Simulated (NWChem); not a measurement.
The numbers come from NWChem runs, not from measurements. System: CH5S (+1), charge 1, spin multiplicity 1, at a geometry optimised with PBE0/def2-SVP. The structure started from a generated list of species. Level: EOM-CCSD/aug-cc-pVDZ, 6 core orbitals frozen.

The NWChem input:

```
start mol
memory heap 100 mb stack 700 mb global 1900 mb
charge 1
geometry units angstroms nocenter noautoz
  C     -0.330389     1.146221     0.000000
  S      0.262862    -0.568544     0.000000
  H      0.095630     1.614359     0.898263
  H      0.095630     1.614359    -0.898263
  H     -1.426134     1.188460     0.000000
  H     -0.494293    -1.098904     0.998691
  H     -0.494293    -1.098904    -0.998691
  symmetry group Cs
end
basis spherical
  * library aug-cc-pvdz
end
scf
  rhf
  nopen 0
  maxiter 100
  thresh 1e-7
  semidirect memsize 60000000 filesize 0
end
tce
  freeze core 6
  ccsd
  nroots 2
  2eorb
  2emet 13
  thresh 1e-5
  maxiter 200
  tilesize 24
  dipole
end
task tce energy
```

Output (cleaned and shortened):

```
             Northwest Computational Chemistry Package (NWChem) 7.3.0
             --------------------------------------------------------

                                NWChem Input Module
                                -------------------

 Scaling coordinates for geometry "geometry" by  1.889725989
 (inverse scale =  0.529177249)

 Turning off AUTOSYM since
 SYMMETRY directive was detected!

                             Geometry "geometry" -> ""
                             -------------------------

 Output coordinates in angstroms (scale by  1.889725989 to convert to a.u.)

  No.       Tag          Charge          X              Y              Z
 ---- ---------------- ---------- -------------- -------------- --------------
    1 C                    6.0000    -0.33038900     1.14622100     0.00000000
    2 S                   16.0000     0.26286200    -0.56854400     0.00000000
    3 H                    1.0000     0.09563000     1.61435900     0.89826300
    4 H                    1.0000     0.09563000     1.61435900    -0.89826300
    5 H                    1.0000    -1.42613400     1.18846000     0.00000000
    6 H                    1.0000    -0.49429300    -1.09890400     0.99869100
    7 H                    1.0000    -0.49429300    -1.09890400    -0.99869100

 Effective nuclear repulsion energy (a.u.)      64.5580792026

            Nuclear Dipole moment (a.u.)
            ----------------------------
        X                 Y               Z
 ---------------- ---------------- ----------------
    -0.0000037795    -0.0000151178     0.0000000000

      Symmetry information
      --------------------

 Group name             Cs
 Group number              2
 Group order               2
 No. of unique centers     5

      Symmetry unique atoms

     1    2    3    5    6


 Summary of "ao basis" -> "" (spherical)
 ------------------------------------------------------------------------------
       Tag                 Description            Shells   Functions and Types
 ---------------- ------------------------------  ------  ---------------------
 *                        aug-cc-pvdz                 on all atoms
[...]
 Iteration  15 using   30 trial vectors
   0.0000702552908   0.3319241774612    9.03212
   0.0360504901174   0.3911071540082   10.64257     1.4     1.4

 Iteration  16 using   32 trial vectors
   0.0000367992678   0.3319246138558    9.03213
   0.0256583749939   0.3892653351167   10.59245     1.4     1.4

 Iteration  17 using   34 trial vectors
   0.0000181175094   0.3319247155327    9.03213
   0.0189876572965   0.3887048241127   10.57720     1.5     1.5

 Iteration  18 using   36 trial vectors
   0.0000081707842   0.3319247169537    9.03213
   0.0155901812778   0.3883654106438   10.56797     1.5     1.5

 Iteration  19 using   37 trial vectors
   0.0000062968621   0.3319246984074    9.03213
   0.0119664148592   0.3880063221128   10.55819     0.9     0.9

 Iteration  20 using   38 trial vectors
   0.0000059595922   0.3319246951247    9.03213
   0.0074301744271   0.3880034383410   10.55812     0.9     0.9

 Iteration  21 using   39 trial vectors
   0.0000059602904   0.3319246951122    9.03213
   0.0041638842209   0.3879293734170   10.55610     0.9     0.9

 Iteration  22 using   40 trial vectors
   0.0000059735377   0.3319246948418    9.03213
   0.0023735709713   0.3879168537539   10.55576     0.9     0.9

 Iteration  23 using   41 trial vectors
   0.0000059249556   0.3319246944669    9.03213
   0.0013365382609   0.3879273569908   10.55604     1.0     1.0

 Iteration  24 using   42 trial vectors
   0.0000058810305   0.3319246945638    9.03213
   0.0007363346505   0.3879128549330   10.55565     1.0     1.0

 Iteration  25 using   43 trial vectors
   0.0000058725314   0.3319246944364    9.03213
   0.0004232615934   0.3879175758107   10.55578     1.0     1.0

 Iteration  26 using   44 trial vectors
   0.0000058729914   0.3319246944114    9.03213
   0.0002210352361   0.3879161900802   10.55574     1.0     1.0

 Iteration  27 using   45 trial vectors
   0.0000058668024   0.3319246941742    9.03213
   0.0001015366381   0.3879151152789   10.55571     1.0     1.0

 Iteration  28 using   46 trial vectors
   0.0000058688438   0.3319246941240    9.03213
   0.0000468253012   0.3879161142608   10.55574     1.0     1.0

 Iteration  29 using   47 trial vectors
   0.0000058720690   0.3319246944178    9.03213
   0.0000222231297   0.3879157847693   10.55573     1.1     1.1

 Iteration  30 using   48 trial vectors
   0.0000058566916   0.3319246952601    9.03213
   0.0000102755696   0.3879158622576   10.55573     1.1     1.1

 Iteration  31 using   49 trial vectors
   0.0000058381156   0.3319246950665    9.03213
   0.0000044753596   0.3879158551448   10.55573     1.1     1.1
 --------------------------------------------------------------
 Iterations converged

 Excited state root  1
 Excitation energy / hartree =        0.331924643931207
                   / eV      =        9.032132961363535

 EOM-CCSD transition moments / hartree
 --------------------------------------------
 X    0.0000000 Y    0.0000000 Z    0.4035554
 Oscillator Strength                0.0360375
 --------------------------------------------

 EOM-CCSD dipole moments / hartree & Debye
 ------------------------------------
   X         0.2093837      0.5322042
   Y        -0.3890069     -0.9887643
   Z        -0.0000000     -0.0000000
 Total       0.4417781      1.1228963
 ------------------------------------

 Singles contributions
    16a"  (alpha) ---    11a'  (alpha)        0.1240202591
    16a"  (alpha) ---    13a'  (alpha)        0.8102363839
    17a"  (alpha) ---    13a'  (alpha)       -0.2613395639
    20a"  (alpha) ---    13a'  (alpha)        0.1655803556
    24a"  (alpha) ---    13a'  (alpha)       -0.2701956378

 Doubles contributions

 Excited state root  2
 Excitation energy / hartree =        0.387915878560637
                   / eV      =       10.555732624992997

 Task  times  cpu:      141.9s     wall:      141.9s

 Total times  cpu:      141.9s     wall:      141.9s
```
